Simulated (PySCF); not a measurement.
Excitations are Tamm–Dancoff values on a coarser integration grid. The basis has no diffuse functions, so Rydberg states are missing or too high.

Species: C₆H₄O₄S₂, SMILES `C1=CS(=O)(C2=C1S(=O)(=O)C=C2)=O` (charge 0, multiplicity 1).

Question: Give the S1 oscillator strength, T1 excitation (TDA) and S1–T1 gap (TDA) at the level PBE-D3(BJ)/def2-TZVP // PBE-D3(BJ)/def2-SVP (PySCF).

Answer: 
* **S1 oscillator strength**: 0.068
* **T1 excitation (TDA)**: 1.64 eV
* **S1–T1 gap (TDA)**: 1.24 eV
